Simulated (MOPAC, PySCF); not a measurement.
H₄B₂Si, SMILES `B1B[SiH2]1`, neutral singlet in the gas phase. 

Cartesian coordinates (Å):
```xyz
7

B     -1.1598    -0.5822     0.1558
B     -0.9853     0.8280    -0.2335
Si     0.8166    -0.0941     0.0297
H     -1.2338    -1.7113     0.4665
H     -0.7789     1.9418    -0.5394
H      1.8129     0.9609    -0.2556
H      1.5283    -1.3431     0.3766
```
Charge 0, multiplicity 1.

All levels are single points at this geometry (B3LYP-D3(BJ)/def2-TZVP); Pople sets use spherical d functions. Orbital energies aren't observables, and empty levels follow the basis.

```json
[
 {"level": "B3LYP-D3(BJ)/def2-TZVP in PySCF", "HOMO (eV)": "-6.75", "LUMO (eV)": "-2.11", "gap (eV)": "4.64", "dipole (D)": "1.56", "vertical IE, Delta-SCF (eV)": "–"},
 {"level": "B3LYP/LANL2DZ in PySCF", "HOMO (eV)": "-6.87", "LUMO (eV)": "-2.14", "gap (eV)": "4.73", "dipole (D)": "1.70", "vertical IE, Delta-SCF (eV)": "–"},
 {"level": "PBE/6-31G* in PySCF", "HOMO (eV)": "-5.99", "LUMO (eV)": "-2.54", "gap (eV)": "3.45", "dipole (D)": "1.35", "vertical IE, Delta-SCF (eV)": "9.05"},
 {"level": "HF/3-21G in PySCF", "HOMO (eV)": "-8.66", "LUMO (eV)": "1.14", "gap (eV)": "9.80", "dipole (D)": "1.50", "vertical IE, Delta-SCF (eV)": "–"},
 {"level": "PM6 in MOPAC", "HOMO (eV)": "-8.08", "LUMO (eV)": "-1.23", "gap (eV)": "6.86", "dipole (D)": "2.07", "vertical IE, Delta-SCF (eV)": "–"},
 {"level": "PM7 in MOPAC", "HOMO (eV)": "-9.00", "LUMO (eV)": "-2.37", "gap (eV)": "6.63", "dipole (D)": "0.39", "vertical IE, Delta-SCF (eV)": "–"}
]
```
